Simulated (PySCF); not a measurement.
PBE0 on Tc⁻ (technetium, charge -1), [Kr] 4d6 5s2, high-spin 5D determinant. Computed with PySCF 2.14 in aug-cc-pVDZ-PP with ECP28MDF, with a scalar-relativistic core potential.

```
cycle= 1 E= -80.4445151997624  delta_E= -0.0131  |g|= 0.0253  |ddm|= 0.728
cycle= 2 E= -80.4454930718175  delta_E= -0.000978  |g|= 0.0142  |ddm|= 0.232
cycle= 3 E= -80.4456693449685  delta_E= -0.000176  |g|= 0.0109  |ddm|= 0.0541
cycle= 4 E= -80.4457863042536  delta_E= -0.000117  |g|= 0.0014  |ddm|= 0.0608
cycle= 5 E= -80.4457988130932  delta_E= -1.25e-05  |g|= 0.00039  |ddm|= 0.0289
cycle= 6 E= -80.4457990294463  delta_E= -2.16e-07  |g|= 7.87e-05  |ddm|= 0.00139
cycle= 7 E= -80.4457990431951  delta_E= -1.37e-08  |g|= 1.78e-05  |ddm|= 0.000409
cycle= 8 E= -80.4457990455846  delta_E= -2.39e-09  |g|= 4.84e-06  |ddm|= 0.000139
cycle= 9 E= -80.4457990458817  delta_E= -2.97e-10  |g|= 1.04e-06  |ddm|= 6.48e-05
converged SCF energy = -80.4457990458817  <S^2> = 6.0854228  2S+1 = 5.0340532
```

Highest occupied orbital energy: 1.051 eV; ⟨L²⟩ = 6.02; populations by l: s 4.00, p 6.00, d 6.00, f 0.00.

(1) Can this result be used?

Results:

(1) With care. Self-consistency was reached. Energies and moments cover only the electrons outside the core potential. ⟨S²⟩ = 6.09 against 6.00 shows spin contamination. At PBE0 the highest occupied level has a positive energy, so only the finite basis holds that electron; in a semilocal or global hybrid functional this comes from self-interaction and does not mean that the real anion is unbound.
